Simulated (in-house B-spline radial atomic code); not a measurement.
A fraction x of an electron is removed from 4p in Sr²⁺, starting from [Ar] 3d10 4s2 4p6 and keeping the highest spin. Level of theory: scalar-relativistic (X2C) LDA exchange-only, spin-polarised, spherical fractional occupations, Fermi nucleus of rms radius 4.224 fm; calculated with a B-spline radial code for spherical atoms.

| x | E(x) - E(0) (eV) | 4p down level (eV) |
| --- | --- | --- |
| 0 | 0.0000 | -35.100 |
| 0.09 | 3.2103 | -36.241 |
| 0.2 | 7.2738 | -37.643 |
| 0.37 | 13.8586 | -39.828 |
| 0.45 | 17.0863 | -40.864 |
| 0.5 | 19.1457 | -41.513 |
| 0.52 | 19.9785 | -41.774 |
| 0.63 | 24.6525 | -43.210 |
| 0.78 | 31.2816 | -45.181 |
| 0.99 | 41.0613 | -47.963 |
| 1 | 41.5416 | -48.096 |

The exact functional would give a straight line between the two integer points. Deviations E(x) - E(0) - x[E(1) - E(0)], in eV: -0.528 at x = 0.09, -1.035 at x = 0.2, -1.512 at x = 0.37, -1.607 at x = 0.45, -1.625 at x = 0.5, -1.623 at x = 0.52, -1.519 at x = 0.63, -1.121 at x = 0.78, -0.065 at x = 0.99.

The curve lies below the straight line by up to 1.625 eV (at x = 0.5): convex, the delocalisation error that favours fractional charges.

Question: How well does Slater's transition state (minus the level at half occupation) give the ionisation energy?

Answer: It gives 41.513 eV against 41.542 eV from the two total energies; NIST lists 42.88 eV, ground level to ground level.
